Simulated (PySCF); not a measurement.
Compound: C9H9 (doublet state).
Structure used (GFN2-xTB), in Å, numbered top down from 1:
```xyz
18
C9H9 angstrom
C      3.654    0.266   -0.531
C      2.602   -0.325   -0.372
C      1.424   -0.967   -0.154
C      0.411   -0.463    0.812
C     -0.834    0.043    0.078
C     -1.583   -0.987   -0.575
C     -2.201   -1.861   -1.114
C     -1.596    1.209    0.657
C     -0.773    1.397   -0.579
H      4.567    0.759   -0.684
H      1.175   -1.836   -0.743
H      0.104   -1.270    1.487
H      0.832    0.351    1.406
H     -2.747   -2.620   -1.589
H     -2.672    1.206    0.560
H     -1.240    1.633    1.584
H      0.155    1.943   -0.505
H     -1.286    1.530   -1.520
```

The hyperfine couplings belong to this conformer and change with its torsions.

Identity: `[CH]=C=CCC1(C#C)CC1` [radical].

Computed with UKS B3LYP, pcH-1 on C H, non-relativistic, mean-field spin-orbit, GIAO in PySCF 2.14.0. Geometry: GFN2-xTB, one conformer, isolated molecule. A GFN2-xTB geometry isn't a minimum of the functional, and hyperfine couplings can be far from their values at a DFT geometry. The SCF solution wasn't tested for stability.

The Mulliken spin populations are largest on C3 (+0.76), C1 (+0.56) and C2 (-0.26). The angles at C3 add up to 359.9°, so it is planar; its axial dipolar tensor and the negative coupling of its proton fit spin in a p orbital normal to that plane.

Q: Find Q in a(H) = Q·ρ(C) for the protons on the planar carbons that carry spin.

A: 
```json
{"H": "H11", "C": "C3", "ρ(C)": "+0.765", "a(H) (G)": "-18.64", "a/ρ (G)": "-24.4"}
```

One proton gives one ratio, Q = -24.4 G, and no test of linearity. In McConnell's picture π spin on carbon polarises the C–H bond and leaves opposite spin at the proton, which makes Q negative, as found here.

Q: List the C–H protons on four-coordinate carbons next to a three-coordinate spin centre, with their couplings and θ (C–H bond against the normal to the plane of the centre's neighbours, projected along the bond that joins the two).

A: 
```json
{"β H": "H12", "on": "C4", "centre": "C3", "θ (°)": "38", "cos²θ": "0.63", "a (G)": "+21.01"}
{"β H": "H13", "on": "C4", "centre": "C3", "θ (°)": "82", "cos²θ": "0.02", "a (G)": "+1.09"}
```

Couplings in gauss use g_iso = 2.0027.

The SMILES draws the unpaired electron on C1; the largest computed Mulliken spin population is on C3 (0.76 against 0.56).
